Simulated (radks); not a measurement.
Results of a calculation; reference values are marked as such.
How relativity changes the ionisation of neutral terbium ([Xe] 4f9 6s2) to Tb+ ([Xe] 4f9 6s1). Spin-unpolarised spherical Kohn-Sham, LDA (Slater exchange, Perdew-Wang correlation), point nucleus unless stated (finite: rms radius 5.06 fm), a radial shooting solver on a logarithmic mesh with Libxc functionals. A level marked "c x" has the speed of light scaled by that factor and shares open shells by 2j + 1; other Dirac levels either fill j = l - 1/2 first or share by 2j + 1.

non-rel.: E(Tb) (hartree) -11222.9149; E(Tb+) (hartree) -11222.6963; IE (eV) 5.949; HOMO 6s; <r> HOMO (bohr) 4.375
scalar-rel.: E(Tb) (hartree) -11701.2164; E(Tb+) (hartree) -11700.9823; IE (eV) 6.372; HOMO 4f; <r> HOMO (bohr) 0.9096
scalar-rel., finite nucleus: E(Tb) (hartree) -11700.2972; E(Tb+) (hartree) -11700.0630; IE (eV) 6.371; HOMO 4f; <r> HOMO (bohr) 0.9096
Dirac, 2j+1 shares: E(Tb) (hartree) -11711.1307; E(Tb+) (hartree) -11710.8964; IE (eV) 6.374; HOMO 4f7/2; <r> HOMO (bohr) 0.9205
Dirac, low j first: E(Tb) (hartree) -11711.1925; E(Tb+) (hartree) -11710.9584; IE (eV) 6.370; HOMO 4f7/2; <r> HOMO (bohr) 0.9243
Dirac, 2j+1 shares, finite nucleus: E(Tb) (hartree) -11710.2056; E(Tb+) (hartree) -11709.9714; IE (eV) 6.373; HOMO 4f7/2; <r> HOMO (bohr) 0.9205
Dirac, c x 1.5: E(Tb) (hartree) -11425.9187; E(Tb+) (hartree) -11425.6941; IE (eV) 6.112; HOMO 6s1/2; <r> HOMO (bohr) 4.265
Dirac, c x 2: E(Tb) (hartree) -11334.6590; E(Tb+) (hartree) -11334.4371; IE (eV) 6.037; HOMO 6s1/2; <r> HOMO (bohr) 4.315
Dirac, c x 3: E(Tb) (hartree) -11271.8396; E(Tb+) (hartree) -11271.6196; IE (eV) 5.987; HOMO 6s1/2; <r> HOMO (bohr) 4.349

NIST Atomic Spectra Database: 5.864 eV (measured). The relativistic part of the total energy of Tb is -487.3 hartree (Dirac, 2j+1 shares, finite nucleus), 4.3 % of the non-relativistic value. Spin polarisation and multiplet splitting of open shells are left out at every level.

Beside tabulated values, note that relativity, absent from the non-relativistic runs, is large for the heavy elements, and spin-unpolarised runs miss the spin-polarisation part of the exchange energy of open shells.
